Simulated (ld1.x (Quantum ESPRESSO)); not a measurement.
## Al (Z = 13): excitation energies, all-electron against TM

ld1.x (Quantum ESPRESSO) 7.5 input, shortened:

```
&input
   title='Al', zed=13., rel=1, dft='PW91', iswitch=3,
   config='[Ne] 3s2 3p1 3d-2'
 /
 &inputp
   pseudotype=2, tm=.true., lloc=-1, rcloc=2.40,
   nlcc=.true., rcore=0.80
 /
3
3S  1  0   2.00   0.00  1.60  1.60  0.0
3P  2  1   1.00   0.00  2.55  2.55  0.0
3D  3  2  -2.00   0.30  2.15  2.15  0.0
 &test
   configts(1)='3s2 3p1'
 /
```

Energies are relative to the spin-unpolarised reference configuration 3s2 3p1; without spin polarisation the order of configurations can differ from experiment.

Give the all-electron excitation energy and the error of the potential for: 3s2 3p0; 3s1 3p0; 3s2 3p0.5; 3s1 3p1; 3s2 3p1.3; 3s0 3p3; 3s1 3p2.

```csv
valence configuration,charge,ΔE all-electron (eV),error AE − PS (meV)
3s2 3p0,+1,5.803,+1.8
3s1 3p0,+2,25.081,+15
3s2 3p0.5,+0.5,2.103,+0.2
3s1 3p1,+1,11.616,+2.5
3s2 3p1.3,-0.3,-0.583,+0.1
3s0 3p3,0,10.469,-12
3s1 3p2,0,5.150,-2.5
```

Levels in the configuration 3s1 3p0:

```
level  all-electron (eV)  pseudo (eV)
   3s            -23.785      -23.773
```
